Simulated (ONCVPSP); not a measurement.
# Ti: one change to an ONCV potential, before and after

* Element: titanium (Ti)
* Generator: ONCVPSP 4.0.1
* Type: optimised norm-conserving Vanderbilt (ONCV)
* Functional: PBEsol
* Relativity: scalar-relativistic
* Frozen core: [Ne]
* Valence charge: 12
* Reference configuration: 3s2 3p6 3d2 4s1.75 (charge +0.25)
* Partial waves: 3s+4s: rc 2.00 bohr, ncon 4, nbas 7, qcut 5.4 1/bohr, 3 projectors, debl 3.8 Ha; 3p: rc 1.40 bohr, ncon 4, nbas 7, qcut 11.8 1/bohr, 1 projector; 3d: rc 1.30 bohr, ncon 4, nbas 7, qcut 6.8 1/bohr, 3 projectors, debl 0.6 Ha; f scattering state at 0.07 Ha: rc 1.70 bohr, ncon 4, nbas 8, qcut 6.7 1/bohr, 1 projector
* Local potential: polynomial inside 0.95 bohr (lpopt 5, dvloc0 4 Ha)
* Core correction: none

Change: p: nproj 3.

Cutoffs: the cutoffs (Ha) at which the residual kinetic energy of the hardest occupied pseudo-wave falls to 1 and 0.1 mHa per electron; they do not see the model core or the augmentation charge, which bear on the density cutoff. Errors are all-electron minus pseudo energies relative to the spin-unpolarised reference configuration.

**Question.** What does the change do?

**Answer.** The potential gets neither clearly harder nor softer (97 Ha and 112 Ha → 97 Ha and 112 Ha); both files keep a bound ghost (d); of the 4 tests that both files solve, the error grows in 1 and shrinks in 0 by more than 15 % and 0.3 meV (median size 1.2 → 1.2 meV); the range in which the p phases agree widens (upper end 2.3 → at the end of the scan).

```tsv
quantity	base	changed
cutoff, loose	97 Ha	97 Ha
cutoff, tight	112 Ha	112 Ha
bound ghosts	d	d
GHOST(+) flags under 300 eV	none	none
error for 3s2 3p6 3d2 4s2, meV [ΔE -1.29 eV]	+0.1	+0.1
error for 3s2 3p6 3d2 4s1, meV [ΔE 6.07 eV]	-0.5	-0.4
error for 3s2 3p6 3d2 4s0, meV [ΔE 19.54 eV]	-2.0	-2.0
error for 3s2 3p5 3d2 4s2, meV [ΔE 44.18 eV]	-3.6	-6.6
s: phases at 2.03 bohr within 0.05 rad from the reference energy up to (Ha; the scan ends near 5)	to the end of the scan	to the end of the scan
p: phases at 1.42 bohr within 0.05 rad from the reference energy up to (Ha; the scan ends near 5)	2.3	to the end of the scan
d: phases at 1.32 bohr within 0.05 rad from the reference energy up to (Ha; the scan ends near 5)	to the end of the scan	to the end of the scan
f: phases at 1.73 bohr within 0.05 rad from the reference energy up to (Ha; the scan ends near 5)	to the end of the scan	to the end of the scan
```

 A true bound ghost makes a file unfit for plane-wave use even where its test errors are small: the radial tests pick states by their node count and pass the ghost by.
